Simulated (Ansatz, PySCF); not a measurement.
Spin states of HfO2 (SMILES [O]=[Hf]=[O]), each relaxed with B3LYP-D3(BJ)/def2-TZVP.
State 1 (charge 0, multiplicity 1):
```xyz
3

Hf     0.412    -0.343     0.409
O      0.874     0.374    -1.165
O     -1.319     0.016     0.686
```
State 2 (charge 0, multiplicity 3):
```xyz
3

Hf     0.4598    -0.3832     0.4569
O      0.8230     0.3900    -1.1659
O     -1.3159     0.0405     0.6386
```

Singlets are restricted, other states unrestricted; no spin–orbit coupling, no relativity up to Kr; see below for the cores. The largest T1 diagnostic is 0.050.

The values were computed with Ansatz (a first-principles code) with Gaussian orbitals; PySCF for the dispersion terms.  In def2 rows elements past Kr take small-core potentials, without spin–orbit coupling.

```
level                     energy of the multiplicity-3 state less that of the multiplicity-1 state (kcal/mol)
------------------------  -----------------------------------------------------------------------------------
PBE/def2-TZVPP                                                                                          29.47
PBE-D3(BJ)/def2-TZVPP                                                                                   29.46
r2SCAN-D3(BJ)/def2-TZVPP                                                                                28.35
r2SCAN-D4/def2-TZVPP                                                                                    28.35
B3LYP-D3(BJ)/def2-TZVPP                                                                                 28.51
BHLYP-D3(BJ)/def2-TZVPP                                                                                 26.84
BHLYP-D4/def2-TZVPP                                                                                     26.86
CAM-B3LYP/def2-TZVPP                                                                                    31.06
wB97M-V/def2-TZVPP                                                                                        [?]
```

### Question
What belongs in the gaps?

### Answer

- wB97M-V/def2-TZVPP, energy of the multiplicity-3 state less that of the multiplicity-1 state (kcal/mol): 36.09
